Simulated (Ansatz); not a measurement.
One change: `F[Si](F)(F)CS` becomes `O[Si](F)(F)F`.

Ansatz, PBE0-D4/def2-TZVP geometries, multiplicity 1. Each molecule was computed in one conformer, which needn't be the lowest.

```
                               property  `F[Si](F)(F)CS`
      HOMO energy (PBE/def2-TZVPP) / eV            -6.07
    HOMO energy (B3LYP/def2-TZVPP) / eV            -7.12
    LUMO energy (B3LYP/def2-TZVPP) / eV            -0.43
  HOMO energy (ωB97M-V/def2-TZVPP) / eV            -9.61
HOMO–LUMO gap (ωB97M-V/def2-TZVPP) / eV            11.25
     HOMO energy (PBE0/def2-TZVPP) / eV            -7.37
```

Q: Give the same properties after the change, and the shifts. (Estimate.)

A: Ansatz gave: 
```
                               property  `O[Si](F)(F)F`  shift
      HOMO energy (PBE/def2-TZVPP) / eV           -8.81  -2.74
    HOMO energy (B3LYP/def2-TZVPP) / eV          -10.40  -3.28
    LUMO energy (B3LYP/def2-TZVPP) / eV           -0.23   0.20
  HOMO energy (ωB97M-V/def2-TZVPP) / eV          -13.20  -3.59
HOMO–LUMO gap (ωB97M-V/def2-TZVPP) / eV           14.92   3.67
     HOMO energy (PBE0/def2-TZVPP) / eV          -10.70  -3.33
```

With PBE0 the HOMO falls by 3.33 eV and the LUMO rises by 0.31 eV, so the gap widens by about 3.64 eV. PBE moves the HOMO by -2.74 eV and ωB97M-V by -3.59 eV.

B3LYP here is the variant with VWN-RPA as its local correlation; programs differ in this.
